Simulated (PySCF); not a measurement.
**Computed vibrations of [Ce(H2O)3]3+**

[Ce(H2O)3]3+ (singlet in the valence; each metal's 4f electrons, 1 of them, lie in its core potential, out of spins and levels). PySCF 2.14.0, RKS PBE0, Ce lcecp-1-SVP with ECP47, O def2-SVP, H def2-SVP; non-relativistic Hamiltonian with scalar-relativistic core potentials where named; density fitting; no spin-orbit coupling. Central differences of gradients.

```xyz
10

Ce    0.0000    0.0000    0.0000
O     2.3943    0.0000    0.0000
H     3.0107    0.0000    0.7694
H     3.0107    0.0000   -0.7694
O    -1.1971    2.0736    0.0000
H    -1.5053    2.6073    0.7694
H    -1.5053    2.6073   -0.7694
O    -1.1972   -2.0735    0.0000
H    -1.5054   -2.6073    0.7694
H    -1.5054   -2.6073   -0.7694
```

Run from Python with OMP_NUM_THREADS=2. Where DIIS fails, smearing, a level shift and second-order steps follow.
It took 37 s on 2 threads of Intel(R) Xeon(R) 6975P-C (Granite Rapids), with other jobs on the host.

Problem. What are the harmonic wavenumbers and infrared intensities?

Solution. Modes are labelled in D3h; negative numbers are unstable modes, those under 60 cm⁻¹ near the noise; a finer grid moves soft modes by up to 10 cm⁻¹.
```csv
cm⁻¹,km/mol,symmetry
-189,–,a1''
-174,–,e''
-174,–,e''
-48,–,a2''
46,3.2,e'
46,3.2,e'
375,0.0,a1'
384,34.0,e'
384,34.0,e'
610,0.0,e''
610,0.0,e''
624,268.2,a2''
636,0.0,a2'
662,578.6,e'
662,578.6,e'
1677,196.3,e'
1677,196.3,e'
1680,0.0,a1'
3599,818.2,e'
3599,818.2,e'
3616,0.0,a1'
3636,0.0,e''
3636,0.0,e''
3639,1223.4,a2''
```

Problem. Is this a minimum?

Solution. No: 4 unstable; the lowest moves the atoms so:
```
Ce   0.00  0.00  0.00
O    0.00  0.00  0.00
H    0.00 -0.41  0.00
H    0.00  0.41  0.00
O    0.00  0.00  0.00
H    0.35  0.20  0.00
H   -0.35 -0.20  0.00
O    0.00  0.00  0.00
H   -0.35  0.20  0.00
H    0.35 -0.20  0.00
```

An lcecp potential fixes the number of 4f electrons, so in runs with it no electron can move into or out of that shell.
